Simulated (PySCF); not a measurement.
A structure optimised at B3LYP-D3(BJ)/def2-SVP, used in a PySCF frequency run:

```xyz
9

Hf    -0.1442    -0.0111     0.0000
F      0.3847     0.8303    -1.6743
F     -0.0462    -1.9368     0.0000
F      0.3847     0.8303     1.6743
O     -2.0360     0.3330     0.0000
H     -2.9659     0.5585     0.0000
O      2.2335    -0.0761     0.0000
H      2.6310     0.3365     0.7817
H      2.6310     0.3365    -0.7817
```
Charge 0, spin multiplicity 1.

### Question
Write its SMILES, formula and point group.

### Answer
[OH][Hf](<-[OH2])([F])([F])[F], F3H3HfO2, Cs

### Question
What are its rotational constants (standard atomic weights)?

### Answer
2.4341, 1.8175, 1.7675 GHz
